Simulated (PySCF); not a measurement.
# Continuum solvent and chemical shifts

Molfile (atoms numbered from 1):
```
C3H10F2Si2
     RDKit          3D

 17 16  0  0  0  0  0  0  0  0999 V2000
   -2.1626   -0.9169    1.1728 F   0  0  0  0  0  0  0  0  0  0  0  0
   -1.5203   -1.3912    0.0744 C   0  0  0  0  0  0  0  0  0  0  0  0
   -2.4383   -1.5113   -0.9103 F   0  0  0  0  0  0  0  0  0  0  0  0
   -0.4120   -0.4457   -0.3315 C   0  0  1  0  0  0  0  0  0  0  0  0
   -1.0877    1.3197   -0.6377 Si  0  0  0  0  0  4  0  0  0  0  0  0
    0.7256   -0.4803    0.6957 C   0  0  0  0  0  0  0  0  0  0  0  0
    2.2703    0.5402    0.3069 Si  0  0  0  0  0  4  0  0  0  0  0  0
   -1.1472   -2.4039    0.3183 H   0  0  0  0  0  0  0  0  0  0  0  0
   -0.0434   -0.8116   -1.3065 H   0  0  0  0  0  0  0  0  0  0  0  0
   -0.1163    2.0397   -1.5156 H   0  0  0  0  0  0  0  0  0  0  0  0
   -1.1955    2.0530    0.6580 H   0  0  0  0  0  0  0  0  0  0  0  0
   -2.4145    1.2740   -1.3128 H   0  0  0  0  0  0  0  0  0  0  0  0
    1.0729   -1.5213    0.8367 H   0  0  0  0  0  0  0  0  0  0  0  0
    0.3492   -0.1560    1.6815 H   0  0  0  0  0  0  0  0  0  0  0  0
    1.9922    2.0060    0.3847 H   0  0  0  0  0  0  0  0  0  0  0  0
    2.7664    0.2198   -1.0674 H   0  0  0  0  0  0  0  0  0  0  0  0
    3.3323    0.2008    1.3015 H   0  0  0  0  0  0  0  0  0  0  0  0
  1  2  1  0
  2  3  1  0
  2  4  1  0
  4  5  1  0
  4  6  1  0
  6  7  1  0
  2  8  1  0
  4  9  1  6
  5 10  1  0
  5 11  1  0
  5 12  1  0
  6 13  1  0
  6 14  1  0
  7 15  1  0
  7 16  1  0
  7 17  1  0
M  END
```

GIAO PBE0/pcSseg-1 in PySCF on one PBE0-D3(BJ)/def2-SVP conformer, non-relativistic, equivalent nuclei averaged. Solvents enter as an IEF-PCM continuum (tetrahydrofuran with ε = 7.4, water with ε = 78.4) around the gas-phase geometry. Shifts are referred to CFCl3, TMS computed in the same medium.

Gas phase, δ in ppm: F3 -118.7, F1 -137.9, C2 123.5, C4 27.7, C6 8.0, Si7 -66.0, Si5 -67.2, H8 5.70, H15/H16/H17 3.98, H10/H11/H12 3.94, H9 1.11, H13 0.89, H14 0.88. Dipole moment 1.90 D.

Task: How does each δ change in the continuum?

Result: 
| atoms | environment | Δδ, tetrahydrofuran | Δδ, water |
| --- | --- | --- | --- |
| F3 | fluorine of a CF2 group | -3.1 | -3.8 |
| F1 | fluorine of a CF2 group | -2.5 | -3.1 |
| C2 | sp3 CH bonded to 2 F | +1.4 | +1.7 |
| C4 | sp3 CH bonded to Si | +0.5 | +0.7 |
| C6 | sp3 CH2 bonded to Si | +0.3 | +0.5 |
| Si7 | silicon bonded to C, 3 H | +0.2 | +0.3 |
| Si5 | silicon bonded to C, 3 H | -0.4 | -0.5 |
| H8 | hydrogen on an sp3 CH bonded to 2 F | +0.24 | +0.30 |
| H15/H16/H17 | hydrogen on a silicon bonded to C | -0.07 | -0.09 |
| H10/H11/H12 | hydrogen on a silicon bonded to C | -0.08 | -0.10 |
| H9 | hydrogen on an sp3 CH bonded to Si | +0.28 | +0.36 |
| H13 | hydrogen on an sp3 CH2 bonded to Si | +0.28 | +0.37 |
| H14 | hydrogen on an sp3 CH2 bonded to Si | +0.02 | +0.02 |

Changes are relative to the gas phase. The dipole moment becomes 2.40 D in tetrahydrofuran, 2.55 D in water.

Task: Which of the listed nuclei move most (in ppm), and what does the model miss?

Result: F3 (fluorine of a CF2 group, -3.8 ppm) in water. A continuum only polarises the solute; specific hydrogen bonds, the anisotropy of aromatic solvents and changes of geometry or conformer are outside it.
